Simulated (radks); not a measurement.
Rh3+, 42 electrons, occupied as [Ar] 3d10 4s2 4p5.5 4d6 5p0.5 (fractional occupations, a model configuration). Method: Dirac Kohn-Sham, XLYP, spin-unpolarised, spherical densities, finite nucleus; open shells are shared between the two j in proportion to 2j + 1; Fermi nuclear charge, rms radius 4.4945 fm; computed with a radial shooting solver on a logarithmic mesh with Libxc functionals.

Spin-orbit splittings of the eigenvalues, e(l+1/2) - e(l-1/2), with zeta = 2 splitting/(2l+1) and mean radii in bohr:

shell  occ.  splitting (eV)  zeta (eV)  <r> j=l-1/2  <r> j=l+1/2
2p        6           144.7      96.49       0.1203       0.1251
3p        6           24.91      16.61       0.3830       0.3937
3d       10           4.915      1.966       0.3682       0.3717
4p      5.5           4.107      2.738        1.037        1.065
4d        6          0.5169     0.2067        1.334        1.347
5p      0.5          0.5633     0.3755        2.776        2.836
